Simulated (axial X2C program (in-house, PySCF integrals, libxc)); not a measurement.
Correcting the dissociation energy of InSi for spin–orbit coupling

A spin-free CCSD(T) curve (one-electron X2C) was computed with an in-house all-electron X2C program for linear molecules (integrals from PySCF), basis In dyall-cv3z [11s12p9d4f1g], Si dyall-v3z [8s7p2d1f] (cores contracted in-house), for the state M_S = 3/2, Λ = 0 (beyond evenly filled blocks: σα, π+α, π-α). It gives D0 = 2.115 eV to In + Si, which in a spin-free picture are the weighted means of the ground terms.

Correlated methods: 7 electrons correlated (number of frozen shells: In 4 s, 3 p, 2 d; Si 2 s, 1 p), 231 virtual spin orbitals or spinors in MP2, 90 natural virtuals in coupled cluster.

Measured levels of the ground terms (NIST Handbook of Basic Atomic Spectroscopic Data), in cm⁻¹: In 2P: J = 1/2 at 0, J = 3/2 at 2212.6; Si 3P: J = 0 at 0, J = 1 at 77.1, J = 2 at 223.2.

The molecular state has Λ = 0, so it has no first-order lowering.

How far does each ground level lie under the (2J+1)-weighted mean of its term?

In: (2 × 0 + 4 × 2212.6)/6 = 1475 cm⁻¹; Si: (1 × 0 + 3 × 77.1 + 5 × 223.2)/9 = 150 cm⁻¹.

Correct D0.

D0 = 2.115 + (0 − 1625)/8065.5 = 1.914 eV at CCSD(T) with these spin–orbit terms.

Second-order spin–orbit effects in the molecule, which grow quickly with Z, are left out. One determinant describes the state; a PBE0 search over occupations chose it and may have missed a lower one. Dissociation energies refer to the lowest single-determinant-based atoms at the same level and basis. Coupled cluster ran in a truncated set of natural virtual spinors; the MP2 energy of the rest was added. (T) has no such correction and the atoms are truncated less, which lowers De at CCSD(T) by a hundredth of an eV or more. PBE0 can misorder states that lie within some tenths of an eV, so this need not be the ground state of the molecule. The nearest other spin-free determinant of the search, M_S = 1/2, Λ = 0, lies 0.32 eV up at the distance of the search. With the outer-core shells frozen, correlated bond lengths of heavy atoms tend to come out a few hundredths of an ångström too long.
